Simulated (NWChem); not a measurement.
Molecule: SiSbH3F2; SMILES [SiH3][Sb]([F])[F]

def2 effective core potentials on Sb; no spin-orbit coupling.

Give the equilibrium geometry at PBE0/def2-SVP with def2 effective core potentials on Sb (NWChem) as a Z-matrix, with the point group.

point group Cs; any orientation.
```
Si
H 1 1.4903
H 1 1.4950 2 110.49
H 1 1.4950 2 110.49 3 120.91
Sb 1 2.6100 2 107.66 3 -119.54
F 5 1.9407 1 90.77 2 48.14
F 5 1.9407 6 96.22 1 90.87
```
